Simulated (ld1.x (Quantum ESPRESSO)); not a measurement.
**Which setting gave this result? (bismuth, TM)**

Base potential:

| Item | Value |
| --- | --- |
| Element | bismuth (Bi) |
| Generator | ld1.x (Quantum ESPRESSO) 7.5 |
| Type | norm-conserving Troullier–Martins (Kleinman–Bylander form) |
| Functional | PBE |
| Relativity | fully relativistic |
| Frozen core | [Xe] 4f14 5d10 |
| Valence charge | 5 |
| Reference configuration | 6s2 6p2 (charge +1) |
| Partial waves | 6s (bound): rc 2.00 bohr; 6p (bound): rc 2.10 bohr |
| Local potential | all-electron potential smoothed inside 1.80 bohr (lloc = -2) |
| Core correction | a·sin(br)/r model core inside 1.95 bohr |

Open shells are filled in proportion to 2j + 1 (rel_dist='average').

Cutoffs, loose and tight: the cutoffs (Ry, on a coarse ladder) from which the occupation-weighted sum of valence levels, in a spherical-Bessel basis at the reference potential, stays within 10 and 1 mRy of its value at 400 Ry. They do not see the model core or the augmentation charge, which bear on the density cutoff. Test errors are all-electron minus pseudo excitation energies from the reference, over the configurations 6s2 6p3; 6s2 6p1; 6s2 6p0; 6s2 6p2.5; 6s1 6p3; 6s0 6p5; 6s1 6p4; variants that change the core or the reference have their own tests.

Only the s radius is moved (1 further runs of the sweep failed or gave no value and are left out):

```csv
s radius (bohr),"cutoff, loose","cutoff, tight",bound ghosts,largest test error (meV)
1.52,50 Ry,110 Ry,d,-140
2.22,25 Ry,45 Ry,d,-148
2.48,21 Ry,40 Ry,d,-137
2.76,18 Ry,35 Ry,d,-197
2.94,15 Ry,30 Ry,d,-281
```

**Question.** One more run gave cutoff, loose: 25 Ry; cutoff, tight: 50 Ry; bound ghosts: d; largest test error (meV): -152. Which value of the s radius was used?

**Answer.** 1.84 bohr. The tight cutoff moves one way along this sweep, from 110 Ry at 1.52 to 30 Ry at 2.94 bohr, which places the run between 1.52 and 2.22 bohr.
